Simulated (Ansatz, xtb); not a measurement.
# Two isomers of C5H5B

Structure X is `BCC#CC#C`, a singlet and structure Y is `BC#CCC#C`, a singlet. Both are isolated molecules in the gas phase, relaxed with PBE-D3(BJ)/def2-SVP; the shapes shown needn't be the lowest conformers.

X (Å):

```xyz
11

C     0.1533   -0.9984    1.1855
C     0.0141   -0.8880   -0.2529
C    -0.1132   -0.7640   -1.4734
C    -0.2529   -0.6339   -2.8278
C    -0.3788   -0.5158   -4.0471
B     0.4800    0.2950    2.0186
H     0.8155    1.3340    1.4876
H     0.4420    0.2124    3.2320
H     1.0248   -1.6582    1.4488
H    -0.7069   -1.5410    1.6433
H    -0.4889   -0.4125   -5.1170
```

Y (Å):

```xyz
11

C    -0.5000    0.5270    0.7251
C    -0.0383   -0.5498    0.3300
C     0.5067   -1.8235   -0.1325
C     0.8960   -1.8652   -1.5466
C     1.2214   -1.9061   -2.7223
B    -1.0617    1.8326    1.2090
H    -1.1639    2.7753    0.4471
H    -1.4180    1.9558    2.3659
H    -0.2407   -2.6248    0.0763
H     1.3817   -2.0865    0.5075
H     1.5081   -1.9372   -3.7642
```

**Question.** Estimate which is lower in electronic energy at CCSD(T)/def2-SVP + ΔMP2/def2-TZVPP, and by roughly how much.

**Answer.** The CCSD(T)/def2-SVP + ΔMP2/def2-TZVPP calculation puts structure Y lower, by 16.8 kJ/mol.

The same difference at several levels:

| level | geometry | E(Y) − E(X) (kJ/mol) | departure from the last row (kJ/mol) | job, with rough time for the two |
| --- | --- | --- | --- | --- |
| GFN2-xTB | GFN2-xTB | −13.9 | +3.0 | optimisation, 0.16 s |
| HF/STO-3G | GFN2-xTB | −15.1 | +1.7 | single point, 0.22 s |
| r2SCAN-D4/def2-SVP | GFN2-xTB | +0.8 | +17.7 | single point, 1.6 s |
| PBE-D3(BJ)/def2-SVP | PBE-D3(BJ)/def2-SVP | +2.2 | +19.1 | optimisation, 22 s |
| HF/def2-SVP | PBE-D3(BJ)/def2-SVP | −24.0 | −7.1 | part of the CCSD(T) run |
| MP2/def2-SVP | PBE-D3(BJ)/def2-SVP | −7.0 | +9.8 | part of the CCSD(T) run |
| CCSD(T)/def2-SVP | PBE-D3(BJ)/def2-SVP | −14.8 | +2.0 | single point |
| CCSD(T)/def2-SVP + ΔMP2/def2-TZVPP | PBE-D3(BJ)/def2-SVP | −16.8 |  | single point, 19 s |

As drawn, both hold the same kinds of bond in the same numbers.

PBE-D3(BJ)/def2-SVP puts the two in the other order. r2SCAN-D4/def2-SVP finds them nearly level. The largest departure from CCSD(T)/def2-SVP + ΔMP2/def2-TZVPP is that of PBE-D3(BJ)/def2-SVP, 19.1 kJ/mol. The last row adds to CCSD(T) the change of the MP2 difference between the two basis sets, here −2.0 kJ/mol.

With harmonic frequencies from PBE-D3(BJ)/def2-SVP (ideal gas, rigid rotor, one conformer each, 298.15 K, 1 atm): the zero-point term adds +2.5 kJ/mol; ΔH is −14.5 and ΔG −15.3 kJ/mol.

The correlated steps freeze 6 core orbitals. Mirror images aren't counted in ΔG. Codes used: Ansatz 0.2.0, xtb 6.7.1; the last row on 2 threads of Intel(R) Xeon(R) 6975P-C (Granite Rapids) on a shared host.
